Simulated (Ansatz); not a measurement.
A run for Ansatz (a quantum-chemistry and plane-wave program): R-PBE0/def2-TZVPPD on GeH6S (a complex), monomers drawn apart or pushed together. Files ending in .json are basis or fitting sets from the Basis Set Exchange.

Ansatz 0.2 input:
```yaml
crystal:
  periodic: [false, false, false]
  atoms:
    - {symbol: S, position_ang: [0.26693065, 1.87326823, 0.68986305]}
    - {symbol: H, position_ang: [-1.06393121, 1.85931235, 0.86539823]}
    - {symbol: H, position_ang: [0.24615322, 0.72600221, -0.00715752]}
    - {symbol: Ge, position_ang: [-0.33209410, -1.74286797, 4.67139222]}
    - {symbol: H, position_ang: [-1.10431676, -0.46657932, 5.03205399]}
    - {symbol: H, position_ang: [1.17049336, -1.44611510, 4.59796292]}
    - {symbol: H, position_ang: [-0.82371575, -2.27418112, 3.31618623]}
    - {symbol: H, position_ang: [-0.59165579, -2.81220422, 5.74735447]}
basis:
  gaussian:
    orbitals: def2-TZVPPD.json
hamiltonian:
  xc: {name: PBE0}
scf: {lower_state_search: off}
```

**Question.** What total energy does the run end on?

**Answer.** -2478.3833 hartree.
